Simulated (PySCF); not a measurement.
**A search over the determinants of ZnF**

Unrestricted PBE0; PySCF, scalar-relativistic core potentials, basis sets Zn cc-pVDZ-PP with ECP10, F cc-pVDZ. Outer shells of the fragments: Zn 3d10 4s2; F 2s2 2p5.

Followed along the bond (rough minima from three points):

| 2Ms+1 | unpaired | ⟨S²⟩ at the start | R at minimum (Å) | Te (eV) |
| --- | --- | --- | --- | --- |
| 2 | σ ↑ | 0.75 | 1.77 | 0.00 |
| 4 | σ ↑, π ↑↑ | 3.75 | none in the scan | ≤ 6.94 |

Solutions found at the starting distance of 1.805 Å, counted from the lowest of them; the search is not exhaustive and high or unbound solutions are not listed, so other states can lie among these:

```tsv
2Ms+1	unpaired	term	E (eV)	⟨S²⟩	⟨Lz²⟩	μ (D)
2	σ ↑	²Σ⁺	0.00	0.75	0.00	-2.71
2	π ↑	²Π	4.32	0.75	1.00	2.27
2	π ↑	²Π	4.54	0.77	1.00	-4.13
4	σ ↑, π ↑↑	mixed	7.34	3.75	2.00	1.84
4	σ ↑, π ↑↑	mixed	7.47	3.75	2.00	1.87
4	σ ↑↑, π ↑	⁴Π	7.87	3.75	1.01	0.96
4	σ ↑↑, π ↑	⁴Π	9.01	3.75	1.00	1.34
4	σ ↑↑↑	⁴Σ⁺	9.69	3.75	0.00	0.66
```

A term symbol is given only where ⟨S²⟩ and ⟨Lz²⟩ are close to those of a pure state; real π, δ and φ orbitals otherwise mix terms. A positive dipole means Zn(−)F(+).

Counting both spins, an empty level lies below a filled one in some of these solutions, because spin and occupation are held.
